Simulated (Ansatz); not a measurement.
Two isomers of C2H7AlOSi: A = `[CH2]1OC[SiH2][AlH]1`, B = `[CH3][Al]1[CH2]O[SiH2]1`.

Isolated molecules relaxed with PBE0-D4/def2-TZVP in Ansatz; ΔE leaves out vibrations. CCSD(T)/CBS adds triple-zeta CCSD(T) − MP2 to the extrapolated MP2 energy (def2 sets, frozen cores). DFT in def2-TZVPP. B3LYP here is the variant with VWN-RPA as its local correlation; programs differ in this.

Q: Which isomer does CCSD(T)/CBS put lower? Give the gap. (Best estimate.)

A: The calculation gave: B, by 133.6 kJ/mol.

Q: Give E(B) − E(A) in kJ/mol with B2PLYP, MP2/def2-TZVPP, CCSD/def2-TZVPP, CCSD(T)/def2-TZVPP, B3LYP-D4, HF/def2-TZVPP, B3LYP. (Best estimate.)

A: Computed: B2PLYP -137.5, MP2/def2-TZVPP -139.9, CCSD/def2-TZVPP -132.3, CCSD(T)/def2-TZVPP -130.8, B3LYP-D4 -129.5, HF/def2-TZVPP -136.8, B3LYP -136.1. None reverses the order clearly.

Largest T1 diagnostic: 0.014.

The D4 term adds +6.6 kJ/mol with B3LYP and +3.3 kJ/mol with PBE0; it sums over pairs of atoms, weighted by their polarisabilities, and B3LYP, whose exchange is more repulsive, gets the larger term.
